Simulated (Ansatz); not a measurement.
```yaml
crystal:
  periodic: [false, false, false]
  atoms:
    - {symbol: C, position_ang: [-1.706328, -2.478250, 0.313154]}
    - {symbol: N, position_ang: [-1.476877, -1.065193, 0.528041]}
    - {symbol: C, position_ang: [-2.234006, -0.554224, 1.643470]}
    - {symbol: Hf, position_ang: [-0.240296, -0.116482, -0.776813]}
    - {symbol: Cl, position_ang: [-0.942791, -0.456057, -3.049496]}
    - {symbol: N, position_ang: [-0.234699, 1.857631, -0.292150]}
    - {symbol: C, position_ang: [-1.457358, 2.597996, -0.521288]}
    - {symbol: C, position_ang: [0.823223, 2.696671, 0.213132]}
    - {symbol: N, position_ang: [1.638684, -0.828621, -0.470368]}
    - {symbol: C, position_ang: [2.133481, -1.798224, 0.474771]}
    - {symbol: C, position_ang: [2.678079, -0.349536, -1.356780]}
    - {symbol: H, position_ang: [-1.403101, -3.076372, 1.184764]}
    - {symbol: H, position_ang: [-1.134023, -2.845755, -0.548247]}
    - {symbol: H, position_ang: [-2.764597, -2.694268, 0.110111]}
    - {symbol: H, position_ang: [-2.044990, 0.512670, 1.779382]}
    - {symbol: H, position_ang: [-3.315464, -0.693154, 1.497994]}
    - {symbol: H, position_ang: [-1.964598, -1.064080, 2.580049]}
    - {symbol: H, position_ang: [-2.245960, 1.946546, -0.919165]}
    - {symbol: H, position_ang: [-1.841761, 3.045014, 0.407050]}
    - {symbol: H, position_ang: [-1.314048, 3.408629, -1.249414]}
    - {symbol: H, position_ang: [0.547678, 3.157292, 1.173128]}
    - {symbol: H, position_ang: [1.060360, 3.514728, -0.482971]}
    - {symbol: H, position_ang: [1.732660, 2.113680, 0.372892]}
    - {symbol: H, position_ang: [2.921584, -1.372336, 1.112817]}
    - {symbol: H, position_ang: [2.563866, -2.675123, -0.030821]}
    - {symbol: H, position_ang: [1.328664, -2.144324, 1.126573]}
    - {symbol: H, position_ang: [3.485412, 0.151297, -0.802996]}
    - {symbol: H, position_ang: [2.279987, 0.375938, -2.077738]}
    - {symbol: H, position_ang: [3.127231, -1.166103, -1.939081]}
basis:
  gaussian: {orbitals: def2-SVP, fitting: {mean_field: cc-pVTZ-jkfit}}
hamiltonian: {xc: {name: wB97X}}
scf: {lower_state_search: light}
```

```sh
$ ansatz run in.yaml --threads 11 --pin off --events-out ev --progress --plain --max-ram 174080MiB --backend cpu
```

(1) How does Ansatz answer? (Best estimate.)

## Answers

(1) Computed: The input was rejected before any iteration.
```
Functional definition: wB97X
Error: <dir> the basis set cc-pVTZ-JKFIT has no functions for Hf
```
